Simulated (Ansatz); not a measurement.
Ideal-gas functions of CdH$_{2}$, SMILES `[CdH2]` at 600 K and 1 bar, from an Ansatz frequency run at PBE0-D4/def2-TZVP.

Molar mass 114.43 g/mol, point group D∞h (symmetry number 2), electronic degeneracy 1, moments of inertia 5.672 u Å². Harmonic wavenumbers (cm⁻¹, unscaled): 643, 643, 1808, 1827.

Use S(trans) = R[1.5 ln M + 2.5 ln T − 1.1517]; rotational temperatures θ = 24.2544 K / I; S(rot) = R[ln(T/σθ) + 1]; for each mode x = 1.438777 ν̃/T, S = R[x/(eˣ − 1) − ln(1 − e⁻ˣ)] and H = RT x/(eˣ − 1); 1 cm⁻¹ = 0.0119627 kJ/mol; R = 8.31446 J/(mol·K).

**Question.** By hand: the entropy, in J/(mol·K).

**Answer.** Translation 182.5. Rotation: θ = 4.2762 K, giving 43.7. Vibration, mode by mode: 5.49, 5.49, 0.59, 0.57, in all 12.1. Electronic 0.0. Sum 238.3 J/(mol·K).

**Question.** By hand: H − E and G − E in kJ/mol, counted from the electronic energy.

**Answer.** Zero-point energy ½ × 4921 × 0.0119627 = 29.4; thermal vibration 4.8; translation, rotation and pV give 3.5 RT = 17.5. H − E = 51.7 kJ/mol, and G − E = 51.7 − 600 × 238.3/1000 = -91.3 kJ/mol.

Vibration gives 5 % of the entropy.
